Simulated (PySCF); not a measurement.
# Optical rotation: `C(=C=CC)(C)[Se]C`, C₆H₁₀Se

Geometry (Å), atoms numbered from 1 in this order:
```xyz
17

C    -2.631   -0.754    0.370
C    -1.561   -0.163   -0.500
C    -0.546    0.553   -0.077
C     0.468    1.257    0.364
C     0.470    2.751    0.520
Se    2.127    0.434    0.872
C     1.648   -1.411    0.549
H    -2.465   -0.513    1.429
H    -2.662   -1.851    0.263
H    -3.626   -0.378    0.080
H    -1.650   -0.349   -1.581
H     1.254    3.208   -0.105
H    -0.501    3.172    0.225
H     0.672    3.034    1.566
H     0.789   -1.695    1.172
H     2.523   -2.016    0.824
H     1.407   -1.564   -0.511
```

Method: PySCF, TDDFT CAM-B3LYP/aug-cc-pVDZ circular dichroism and optical rotation, one conformer, gas phase. Geometry: PBE0-D3(BJ)/def2-SVP.

The calculation is non-relativistic, which matters for the atoms heavier than Zn. No stereocentre is labelled: unless the shape is locked (an allene, a helicene, a hindered biaryl), the mirror image is equally populated and a measured rotation or CD is zero.

**Question.** What is the specific rotation at 633, 589.3, 546, 436, 405, 365, 355 nm?

**Answer.** [α] in deg dm⁻¹ (g/mL)⁻¹:
| λ (nm) | origin-invariant length gauge | modified velocity gauge | length gauge (centre of mass) | isotropic polarisability (au) |
| --- | --- | --- | --- | --- |
| 633 | +223.2 | +223.0 | +222.2 | 114.5 |
| 589.3 | +264.3 | +264.1 | +263.0 | 115.3 |
| 546 | +318.1 | +317.8 | +316.5 | 116.2 |
| 436 | +574.0 | +573.4 | +571.1 | 120.2 |
| 405 | +711.7 | +710.9 | +708.0 | 122.2 |
| 365 | +993.6 | +992.3 | +988.4 | 125.8 |
| 355 | +1095.7 | +1094.2 | +1089.9 | 126.9 |

**Question.** And for the mirror image at 589.3 nm?

**Answer.** -264.3 deg dm⁻¹ (g/mL)⁻¹ (origin-invariant length gauge): the same size and the opposite sign.

**Question.** What is the molar rotation [Φ] = [α]·M/100 of the geometry above at 589.3 nm?

**Answer.** With M = 161.12 g/mol, +425.8 deg cm² dmol⁻¹ (origin-invariant length gauge).

The first excitation lies at 4.21 eV (294 nm) with R = +0.4 × 10⁻⁴⁰ esu² cm² (velocity form).
